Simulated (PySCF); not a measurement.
## Magnetisability: `C[As+](C)(C)[BH2-]C#N`, C₄H₁₁AsBN

Molfile (atoms numbered from 1):
```
C4H11AsBN
     RDKit          3D

 18 17  0  0  0  0  0  0  0  0999 V2000
   -0.3676   -0.0480    1.7958 C   0  0  0  0  0  0  0  0  0  0  0  0
   -0.0429   -0.2096   -0.1198 As  0  0  0  0  0  4  0  0  0  0  0  0
   -0.7509    1.4854   -0.7728 C   0  0  0  0  0  0  0  0  0  0  0  0
   -1.4394   -1.4760   -0.6672 C   0  0  0  0  0  0  0  0  0  0  0  0
    1.9512   -0.5101   -0.5954 B   0  0  0  0  0  0  0  0  0  0  0  0
    2.4754    0.7771    0.0941 C   0  0  0  0  0  0  0  0  0  0  0  0
    2.7677    1.7525    0.6297 N   0  0  0  0  0  0  0  0  0  0  0  0
   -0.1221   -0.9840    2.3000 H   0  0  0  0  0  0  0  0  0  0  0  0
   -1.4089    0.2054    1.9967 H   0  0  0  0  0  0  0  0  0  0  0  0
    0.2784    0.7368    2.1916 H   0  0  0  0  0  0  0  0  0  0  0  0
   -0.7435    1.5014   -1.8638 H   0  0  0  0  0  0  0  0  0  0  0  0
   -0.1096    2.2906   -0.4117 H   0  0  0  0  0  0  0  0  0  0  0  0
   -1.7693    1.6472   -0.4185 H   0  0  0  0  0  0  0  0  0  0  0  0
   -1.2284   -2.4606   -0.2492 H   0  0  0  0  0  0  0  0  0  0  0  0
   -1.4543   -1.5608   -1.7542 H   0  0  0  0  0  0  0  0  0  0  0  0
   -2.4165   -1.1418   -0.3211 H   0  0  0  0  0  0  0  0  0  0  0  0
    2.0591   -0.4869   -1.7804 H   0  0  0  0  0  0  0  0  0  0  0  0
    2.3129   -1.5124   -0.0654 H   0  0  0  0  0  0  0  0  0  0  0  0
  1  2  1  0
  2  3  1  0
  2  4  1  0
  2  5  1  0
  5  6  1  0
  6  7  3  0
  1  8  1  0
  1  9  1  0
  1 10  1  0
  3 11  1  0
  3 12  1  0
  3 13  1  0
  4 14  1  0
  4 15  1  0
  4 16  1  0
  5 17  1  0
  5 18  1  0
M  CHG  2   2   1   5  -1
M  END
```

Theory: GIAO PBE/pcSseg-1 magnetisability, rotational g tensor and spin-rotation constants, non-relativistic, gas phase (PySCF). Geometry: GFN2-xTB.

The calculation is non-relativistic, which matters for the atoms heavier than Zn.

Q: What are the magnetisability and the molar susceptibility?

A: Isotropic -1605 × 10⁻³⁰ J/T², or -96.6 × 10⁻⁶ cm³/mol; principal values -1715, -1550, -1549 × 10⁻³⁰ J/T², anisotropy 166 × 10⁻³⁰ J/T² (root of half the summed squared differences of the principal values). The susceptibility is in cgs units.

Q: Split it along the inertial axes a, b, c into diamagnetic and paramagnetic parts about the centre of mass, with the quadrupole moment.

A: 
```
axis  χ (10⁻⁶ cm³/mol)  diamagnetic (10⁻⁶ cm³/mol)  paramagnetic (10⁻⁶ cm³/mol)  summed x² of all electrons (Å²)  quadrupole Θ (D Å)
   a             -98.7                      -560.4                        461.7                            183.8              -13.17
   b             -97.9                     -1046.5                        948.6                             69.2               +3.03
   c             -93.4                     -1073.4                        980.0                             62.9              +10.14
```
Anisotropies 2χaa − χbb − χcc = -6.1 and 2χbb − χaa − χcc = -3.7 × 10⁻⁶ cm³/mol. Θ is traceless in Buckingham's convention.

Q: And the rotational g tensor?

A: 
```csv
axis,rotational constant (GHz),g,nuclear part,electronic part
a,2.9746,-0.0027,0.6426,-0.6452
b,1.2872,-0.0074,0.5663,-0.5737
c,1.2494,-0.0123,0.5629,-0.5752
```
Asymmetric top; isotopes 75As, 11B, 12C, 1H, 14N; no vibrational averaging.
